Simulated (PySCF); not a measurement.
# Do core-level shifts follow atomic charges?

C3H5NSe.
Structure used (PBE0-D3(BJ)/def2-SVP), in Å, numbered top down from 1:
```
atom  x, y, z in Å
N1     3.002   -0.171    0.225
C2     1.858   -0.343    0.236
C3     0.410   -0.526    0.237
C4    -0.322    0.689   -0.329
Se5   -2.263    0.519   -0.256
H6     0.175   -1.428   -0.351
H7     0.077   -0.730    1.267
H8    -0.097    1.586    0.266
H9    -0.013    0.897   -1.362
H10   -2.331   -0.559   -1.254
```

Binding energies: delta-SCF UKS SCAN, pcX-2 on the ionised atom, pcseg-1 elsewhere, spin-free X2C in PySCF 2.14.0. Charges: PBE0/pcSseg-1 ground-state density, for the ionised atom.

```csv
atom,environment,C 1s (eV),Mulliken (e),IAO (e),Hirshfeld (e),ESP (e)
C4,sp3 carbon bound to selenium,291.96,-0.323,-0.359,-0.074,-0.284
C2,nitrile carbon,292.40,+0.055,+0.133,+0.084,+0.306
C3,sp3 carbon next to a nitrile,292.58,-0.184,-0.292,-0.046,+0.064
```

Q: Give the correlation coefficient and slope of binding energy on charge for each scheme.

A: ESP: r = 0.76, slope 0.8 eV per e; Mulliken: r = 0.57, slope 0.9 eV per e; Hirshfeld: r = 0.39, slope 1.5 eV per e; IAO: r = 0.35, slope 0.4 eV per e. ESP charges have the highest r, on only 3 points.

Q: The point-charge model writes a binding energy as kq + V + constant, with V the potential of the other atoms' charges at the site. What does it give with the Mulliken charges?

A: V = Σ 14.40 eV Å × q/r over all other atoms: +4.24 eV at C4, -2.51 eV at C2, +3.02 eV at C3. Fitting binding energy − V to q gives k = 19.4 eV per e and leaves an rms residual of 0.37 eV, against 0.21 eV for the fit on q alone. The model has no term for differences in relaxation between sites.

The structure is a single PBE0-D3(BJ)/def2-SVP conformer in the gas phase; no vibrational or solvent corrections.
